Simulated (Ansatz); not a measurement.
Molecule: CHS, net charge 0, doublet state. SMILES: S[C]
Geometry from a B3LYP-D3(BJ)/def2-TZVP (Ansatz, a program for electronic structure) optimisation:
```
S
C 1 1.6417
H 1 1.3772 2 103.75
```
Charge 0, spin multiplicity 2.

B3LYP/6-31G* beside other levels, property by property. Conventions: UHF or UKS for open shells; atomisation electronic, to ground-state atoms; non-relativistic; no spin-orbit coupling; six Cartesian d functions in 6-31G* and its kin unless marked 5d; each state is the SCF solution reached for its charge and spin; valence correlation only; no dispersion term unless named. CBS marks a two-point X^-3 extrapolation of the correlation energy; Hartree-Fock from the larger set. First-principles rows: single points at B3LYP-D3(BJ) geometries (Ansatz), with unscaled harmonic terms from B3LYP/6-31G* (Ansatz) at its own minima, enthalpies of formation by atomisation with measured atoms. Sets without +, aug- or the D of def2-TZVPD hold no diffuse functions, which anions need.

Coupled cluster (Ansatz) is a level with limits of its own, used here on species with T1 under 0.025 (0.045 for open shells) and stable references: CCSD(T)/CBS(aug-cc-pV(T+d)Z,aug-cc-pV(Q+d)Z).

| property | B3LYP/6-31G* (Ansatz) | B3LYP/STO-3G (Ansatz) | MP2/6-31G* (Ansatz) | wB97X-V/def2-TZVPD (Ansatz) | to compare with |
|---|---|---|---|---|---|
| enthalpy of formation at 298 K (kcal/mol) | 115.6 | 84.6 | 139.5 | 106.2 | 107.6 coupled cluster |
| atomisation energy (kcal/mol) | 177.5 | 208.6 | 153.6 | 187.0 | 185.6 coupled cluster |
| vertical electron affinity to the triplet (eV) | -0.50 | -5.65 | -0.85 | 0.28 | 0.35 coupled cluster |

As the rows show:
- enthalpy of formation at 298 K: B3LYP/6-31G* lies 8.0 kcal/mol above coupled cluster.
- atomisation energy: B3LYP/6-31G* lies 8.1 kcal/mol below coupled cluster.
- vertical electron affinity to the triplet: B3LYP/6-31G* lies 0.85 eV below coupled cluster.

The properties are those with a value to compare with, at most eight drawn at random. No case is left out for the size of its miss. Left out are saddle points of the reference geometry, anions that the best level run finds unbound, excited spin states, species near biochemistry, 298 K rows of species without real B3LYP wavenumbers, cases with under five habitual levels, runs that failed or that the program found above a lower state of the same kind, table entries that another table contradicts, and a share of species set aside by lot.
